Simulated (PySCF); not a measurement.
Method: PBE-D3(BJ)/def2-TZVP // r2SCAN-D4/def2-TZVP run with PySCF. Gas-phase values, no solvent. One relaxed conformer stands for a flexible species; it need not be the lowest. Excitations are Tamm–Dancoff values on a coarser integration grid. The basis has no diffuse functions, so Rydberg states are missing or too high.

Reference species (SMILES): `[F][In]([F])[F]` (neutral, multiplicity 1).

| Property | Result |
|---|---|
| T1 excitation (TDA) | 4.54 eV |
| S1 excitation (TDA) | 5.05 eV |
| HOMO | -9.18 eV |

Changed species: `[NH2][In]([NH2])[NH2]` (3 of 3 F replaced by NH2; the reference has 0 of 3 F replaced by NH2).

Predict the effect on the T1 excitation (TDA), S1 excitation (TDA) and HOMO.

the T1 excitation (TDA) falls by 0.92 eV, to 3.62 eV; the S1 excitation (TDA) drops by 0.90 eV, to 4.15 eV; the HOMO increases by 3.75 eV, to -5.43 eV.
